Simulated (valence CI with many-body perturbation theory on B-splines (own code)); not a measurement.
## Sensitivity of CI+MBPT for Au⁷⁺

Calculated by relativistic CI+MBPT: four valence electrons over a frozen Dirac-Fock core [Xe] 4f14, radial functions for each j: 6 s, 6 p, 5 d, 5 f, 1 g, with the one-electron correlation potential Σ1, the two-electron term Σ2, the three-electron term Σ3, Breit, model QED; selected CI, second order for the rest, scaled by the run's own slope (own B-spline code, finite nucleus).

No measured spectrum was set against this ion. As an estimate, terms of the open shell hold to 2 to 4 % of their energy, and close levels can change places; different configurations can be misplaced against each other by 1,000 to 8,000 cm⁻¹. Only levels of the ground parity were solved; by the run's estimate the other parity begins above the list, which can be wrong where configurations are misplaced.

The reference run has the lowest level 5d4 5D_0 [a] and an ionisation energy of 113.162 eV. Its largest variational space holds 10000 state functions.

Names give the largest LS component (configuration and term), which can be under half, so a name can repeat, a term be missing and a line seem to break the LS rules; names also repeat where a configuration has a term twice. Letters in brackets count levels of one name in rising energy.

Changed runs:
A. highest l in the core sums 6 → 5; Davidson tolerance 2e-05 → 0.0003
B. core polarisation of operators on → off
C. scale of Σ2 1 → 0.5
D. start configuration 5d4 → 5d5 (bad on purpose)

Excitation energies of the reference run in cm⁻¹, and shifts in cm⁻¹:

| Level | Reference | A | B | C |
| --- | --- | --- | --- | --- |
| 5d4 5D_1 | 9369 | +34 | 0 | -15 |
| 5d4 5D_2 | 16298 | +50 | 0 | -30 |
| 5d4 5D_3 | 20917 | +53 | 0 | -38 |
| 5d4 5D_4 | 22495 | +41 | 0 | +67 |
| 5d4 5D_0 [b] | 31547 | +60 | 0 | -588 |
| 5d4 3H_4 | 33061 | +61 | 0 | +258 |
| 5d4 3G_3 | 37676 | +52 | 0 | +202 |
| 5d4 3F_2 | 38706 | +49 | 0 | -177 |
| 5d4 3H_5 | 40517 | +64 | 0 | +495 |
| 5d4 3P_1 | 41733 | +68 | 0 | -563 |
| 5d4 3H_6 | 43842 | +67 | 0 | +607 |
| 5d4 3G_4 | 47682 | +68 | 0 | +234 |
| Ionisation energy (eV) | 113.162 | +0.099 | 0 | -0.559 |

No effect on these energies: B.

Run D: It gave no result: the electrons of core and valence do not add up to the charge. The program said: "core and valence hold 73 electrons, the ion has 72".
